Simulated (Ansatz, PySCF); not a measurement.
The pair A = C2H2 (SMILES C#C) (first 4 atoms), B = C2H6 (SMILES CC); geometry from B3LYP-D3(BJ)/def2-TZVP.
(charge 0, multiplicity 1):
```xyz
12

C      0.4223    -0.2433    -0.5811
C     -0.3359     0.0052     0.3111
H      1.0955    -0.4638    -1.3733
H     -1.0057     0.2247     1.1064
C     -0.7566     0.2614     3.9773
C      0.7148    -0.1424     3.9538
H     -0.9190     1.2031     3.4476
H     -1.1176     0.3978     4.9985
H     -1.3854    -0.5003     3.5102
H      1.0735    -0.2780     2.9321
H      0.8747    -1.0808     4.4883
H      1.3399     0.6178     4.4262
```

Frozen-core correlation.

Run with Ansatz (a first-principles code) with Gaussian orbitals; PySCF for the dispersion terms. Values without a source in brackets are computed.

The monomers are drawn apart, rigid, along the line of their centres of mass. Counterpoise-corrected interaction energies (kcal/mol):

```csv
level,R = 5.258 Å,R = 6.411 Å
PBE/def2-TZVPPD,-0.1960,-0.0326
PBE-D3(BJ)/def2-TZVPPD,-0.4726,-0.1117
wB97M-V/def2-TZVPPD,-0.3319,-0.0936
CCSD(T)/aug-cc-pVDZ,-0.3240,-0.0882
```

R is the distance of the centres of mass. Find the local exponent m of E ∝ R⁻ᵐ between the two points.


m = ln(E₁/E₂)/ln(R₂/R₁): PBE/def2-TZVPPD 9.1; PBE-D3(BJ)/def2-TZVPPD 7.3; wB97M-V/def2-TZVPPD 6.4; CCSD(T)/aug-cc-pVDZ 6.6. For scale, two fixed dipoles give m = 3, dipole and quadrupole 4, quadrupoles 5, and dispersion or dipole-induced dipole 6 at long range; at these distances several terms mix, and what is left of overlap and damping shifts m, so it need not match one of them.
